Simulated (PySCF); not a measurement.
CH7NOSi2, SMILES C1N[SiH2]O[SiH2]1.

Geometry: PBE0-D3(BJ)/def2-SVP. This is a generated structure with no PubChem entry under its InChIKey; it may be hypothetical. One conformer was computed; it need not be the lowest.

Computed with TDA-B3LYP/def2-SVPD (PySCF 2.14.0).

Vertical excitations. Gas-phase values at a fixed geometry.

List the lowest excited states. (Estimate from the structure and the level; the computed values follow.)


```json
[
 {"state": "S1", "energy (eV)": "5.56", "λ (nm)": "223", "f": "0.002", "main pairs": "HOMO→LUMO 95 %"},
 {"state": "S2", "energy (eV)": "5.70", "λ (nm)": "217", "f": "0.007", "main pairs": "HOMO→LUMO+1 98 %"},
 {"state": "S3", "energy (eV)": "6.06", "λ (nm)": "205", "f": "0.013", "main pairs": "HOMO→LUMO+2 94 %"},
 {"state": "S4", "energy (eV)": "6.89", "λ (nm)": "180", "f": "0.001", "main pairs": "HOMO→LUMO+5 34 %, HOMO→LUMO+3 32 %, HOMO→LUMO+4 30 %"},
 {"state": "S5", "energy (eV)": "6.90", "λ (nm)": "180", "f": "0.008", "main pairs": "HOMO→LUMO+3 57 %, HOMO→LUMO+4 38 %"},
 {"state": "S6", "energy (eV)": "6.97", "λ (nm)": "178", "f": "0.000", "main pairs": "HOMO−1→LUMO 96 %"},
 {"state": "S7", "energy (eV)": "7.14", "λ (nm)": "174", "f": "0.012", "main pairs": "HOMO→LUMO+5 59 %, HOMO→LUMO+4 31 %"},
 {"state": "S8", "energy (eV)": "7.34", "λ (nm)": "169", "f": "0.002", "main pairs": "HOMO−2→LUMO 75 %, HOMO−1→LUMO+1 12 %"},
 {"state": "S9", "energy (eV)": "7.37", "λ (nm)": "168", "f": "0.004", "main pairs": "HOMO→LUMO+6 52 %, HOMO−1→LUMO+1 25 %, HOMO−2→LUMO 19 %"},
 {"state": "S10", "energy (eV)": "7.41", "λ (nm)": "167", "f": "0.011", "main pairs": "HOMO−1→LUMO+1 50 %, HOMO→LUMO+6 36 %, HOMO−1→LUMO+2 9 %"},
 {"state": "T1", "energy (eV)": "5.41", "λ (nm)": "229", "f": "0", "main pairs": "HOMO→LUMO+1 72 %, HOMO→LUMO 21 %"},
 {"state": "T2", "energy (eV)": "5.46", "λ (nm)": "227", "f": "0", "main pairs": "HOMO→LUMO 73 %, HOMO→LUMO+1 16 %"},
 {"state": "T3", "energy (eV)": "5.90", "λ (nm)": "210", "f": "0", "main pairs": "HOMO→LUMO+2 84 %"},
 {"state": "T4", "energy (eV)": "6.67", "λ (nm)": "186", "f": "0", "main pairs": "HOMO−1→LUMO 89 %"}
]
```
Triplets are in the Tamm–Dancoff approximation.
